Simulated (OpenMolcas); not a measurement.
4d6 along the 42-electron sequence

```
Program             : OpenMolcas 26.06
Method              : MS-CASPT2, IPEA 0.25 Eh, imaginary shift 0.1 Eh
Basis               : ANO-R3
Scalar Hamiltonian  : X2C, finite nucleus
Spin-orbit coupling : RASSI with atomic mean-field integrals over the reference wave functions, term energies averaged over their components
```

Active space for each ion: 6 electrons in 5 orbitals (4d); closed shells correlated by CASPT2: 4s 4p.

Computed levels in cm-1 above 5D4:

```tsv
Level	Ru2+	Rh3+	Pd4+	Ag5+
5D3	1175	1572	2010	2570
5D2	1867	2450	3080	3840
5D1	2320	3050	3830	4780
5D0	2540	3330	4180	5220
3P2(1)	15320	17550	19550	21450
3H6	15580	17880	20020	22100
3H5	15840	18170	20330	22400
3F3(1)	17380	20060	22550	24960
3F2(1)	17900	20710	23350	25890
weight of 5D in the lowest level (%)	99	98	98	97
```

Mixed levels, with the weight of the term that names them: Ag5+ 3H5 (73 %), Ag5+ 3F3(1) (74 %).

Measured, with the error of the calculation in %. Measured levels: Ru2+ from Moore, Atomic Energy Levels, vol. III, NSRDS-NBS 35 (1971 reprint of NBS Circular 467, 1958); Ag5+ from the list in Gamrath, thesis, University of Mons (2023).

```tsv
Level	Ru2+	Ag5+
5D3	1159 (+1.4)	2692 (-4.4)
5D2	1826 (+2.2)	3953 (-3.0)
5D1	2266 (+2.4)	4941 (-3.2)
5D0	2476 (+2.5)	5380 (-3.1)
3P2(1)		21042 (+2.0)
3H6		21512 (+2.7)
3H5		21812 (+2.7)
3F3(1)		24441 (+2.1)
3F2(1)		25306 (+2.3)
```

The fine-structure level 5D0 changes by a factor of 2.06 from Ru2+ to Ag5+. Its fourth root runs 7.10, 7.60, 8.04, 8.50, with steps per unit of Z of 0.50, 0.44, 0.46; equal steps would mean a (Z - σ)^4 law with constant σ.

3P2(1) changes by a factor of 1.4 over the same range, with steps per unit of Z of +2230, +2000, +1900 cm-1.

CASPT2 breaks the degeneracy within a term, and the mean is taken; among the terms shown or strongly mixed into the levels shown the widest spread is 430 cm-1 (4d6 3G, Pd4+). Levels of configurations with an s electron are missing; early in the row they begin among the upper levels of the d shell and mix with terms of their name (holds for Ru2+). Computed and measured levels are paired by configuration, term and J; levels that our copy of the source lacks, or whose pairing is in doubt (as where it misses far off the trend of its configuration), stay unpaired and out of the deviations. Only configurations of the active space appear.

A number in round brackets counts repeated terms of one configuration in the order of the reference energies.
